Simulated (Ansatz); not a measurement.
Consider the cleavage of the Si–Si bond: `F[SiH2][Si](Cl)(Cl)Cl` + HCl → silicon tetrachloride + `F[SiH3]`.

Calculated with Ansatz (gas phase, PBE0-D4/def2-TZVP geometries, no zero-point term in ΔE). CCSD(T)/CBS is the MP2 limit (def2-TZVPP, def2-QZVPP) plus CCSD(T) − MP2 in def2-TZVPP, frozen cores. This one scheme is used for every species. Each species was taken in one conformer, which may not be the lowest.

| species | CCSD(T)/CBS(def2) energy (Eh) |
| --- | --- |
| `F[SiH2][Si](Cl)(Cl)Cl` | -2058.70441 |
| HCl | -460.38127 |
| `Cl[Si](Cl)(Cl)Cl` | -2128.39959 |
| `F[SiH3]` | -390.72345 |

(1) Work out ΔE.

Largest T1 diagnostic among the species: 0.011.

Answers

(1) ΔE = (-2128.39959) + (-390.72345) − (-2058.70441) − (-460.38127) = -0.03736 Eh = -98.1 kJ/mol.

Leaving LDA and LC-ωPBE aside and taking each functional with its dispersion term where it has one, the values, not all of them listed here, spread over 22.4 kJ/mol, from ωB97M-V to PBE-D4. From BLYP to BHLYP (50 % exact exchange), in def2-TZVPP and without D4, ΔE moves by −13.3 kJ/mol. The D4 term adds +3.0 kJ/mol with B3LYP and +2.3 kJ/mol with PBE0; it sums over pairs of atoms, weighted by their polarisabilities, and B3LYP, whose exchange is more repulsive, gets the larger term.

B3LYP here is the variant with VWN-RPA as its local correlation; programs differ in this.
